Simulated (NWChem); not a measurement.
System: C$_{2}$H$_{3}$NO$_{2}$Si; SMILES O=C1C=N[SiH2]O1

NWChem input:

```
start job
memory heap 200 mb stack 900 mb global 1100 mb
geometry units angstroms noautosym nocenter noautoz
  O     -0.213527     2.311254     0.000000
  C     -0.069504     1.127381     0.000000
  C      1.269224     0.391941     0.000000
  N      1.274514    -0.878852     0.000000
  Si    -0.433632    -1.362382     0.000000
  O     -1.073677     0.224210     0.000000
  H      2.184172     1.006548     0.000000
  H     -0.823897    -2.085592     1.233012
  H     -0.823897    -2.085592    -1.233012
end
basis spherical
  * library def2-svp
end
dft
  xc pbe0
  iterations 150
end
cosmo
  do_cosmo_smd true
  solvent toluene
end
task dft energy
```

Geometry: optimised at PBE0/def2-SVP. Solvent: toluene.

Level: PBE0/def2-SVP with SMD (1 M gas to 1 M solution), gas-phase geometry. Reactions with the solvent are ignored.

Predict the main results of this run. (PBE0/def2-SVP, SMD on the gas-phase geometry.) Quantities: solvation free energy (kcal/mol); cavity-dispersion-structure term (kcal/mol); dipole in solution (D).


```json
{
 "solvation free energy (kcal/mol)": "-4.4",
 "cavity-dispersion-structure term (kcal/mol)": "-1.1",
 "dipole in solution (D)": "2.78"
}
```
